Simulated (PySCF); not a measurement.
# Electronic structure of Nb (niobium, neutral) at the UHF level

Configuration: [Kr] 4d4 5s1, high-spin 6D determinant. Calculation: PySCF 2.14, in cc-pVTZ-PP with ECP28MDF (5s5p4d2f1g, 63 functions); scalar relativity through the core potential.

```json
{
  "Total energy": "-56.149276 hartree",
  "One-electron energy": "-96.1426 hartree",
  "Hartree (Coulomb) energy": "46.3873 hartree",
  "Exchange energy": "-6.3940 hartree",
  "⟨S²⟩": "8.7549",
  "⟨L²⟩": "6.030",
  "Sum of ⟨r⟩": "22.69 bohr",
  "Sum of ⟨r²⟩": "54.03 bohr²",
  "Traceless quadrupole moment −½Σ⟨3z² − r²⟩ along its main axis": "-1.41 e·bohr²",
  "Time after the integrals": "0.49 s of wall time on 1 thread of Neoverse-V1 (shared host)"
}
```

| shell | electrons | mean orbital energy (hartree) | spread (hartree) | rms radius, mean of both spins (bohr) |
| --- | --- | --- | --- | --- |
| 4s α | 1 | -2.73067 | 0 | 1.25 |
| 4s β | 1 | -2.56661 | 0 | 1.25 |
| 4p α | 3 | -1.68817 | 0.02705 | 1.41 |
| 4p β | 3 | -1.46777 | 0.04251 | 1.41 |
| 4d α | 4 | -0.29049 | 0.04065 | 2.35 |
| 5s α | 1 | -0.22892 | 0 | 4.11 |

Energies and moments cover only the electrons outside the core potential.
